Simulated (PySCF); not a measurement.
Ligands exchanged one at a time, Si C2H5-I. Isolated molecules, 0 K electronic values unless said otherwise. One relaxed conformer stands for each flexible species; it need not be the lowest. Strings in code marks are SMILES.

The HOMO–LUMO gap from two functionals at the same geometries (B3LYP-D3(BJ)/def2-SVP), both in PySCF: PBE-D3(BJ)/def2-TZVP and M06-2X/def2-TZVP. 

| species | PBE-D3(BJ)/def2-TZVP (eV) |
|---|---|
| 0 of 4 C2H5 replaced by I | 6.52 |
| 1 of 4 C2H5 replaced by I (`CC[Si](I)(CC)CC`) | 5.29 |
| 2 of 4 C2H5 replaced by I (`I[Si](I)(CC)CC` (C–C–Si–I torsion -59°, I–Si–C–C torsion 59°)) | 4.44 |
| 3 of 4 C2H5 replaced by I | 3.64 |
| 4 of 4 C2H5 replaced by I (`I[Si](I)(I)I`) | 3.04 |

**Question.** What does M06-2X/def2-TZVP give for each?

**Answer.** 
- 0 of 4 C2H5 replaced by I: 10.33
- 1 of 4 C2H5 replaced by I (`CC[Si](I)(CC)CC`): 9.17
- 2 of 4 C2H5 replaced by I (`I[Si](I)(CC)CC` (C–C–Si–I torsion -59°, I–Si–C–C torsion 59°)): 8.16
- 3 of 4 C2H5 replaced by I: 7.29
- 4 of 4 C2H5 replaced by I (`I[Si](I)(I)I`): 6.62
Over these rows, drawn at random from the members with no instability flagged (it was tested for open shells, ions and some series alone), PBE minus M06-2X: mean -3.73 eV, from -3.88 eV to -3.58 eV.
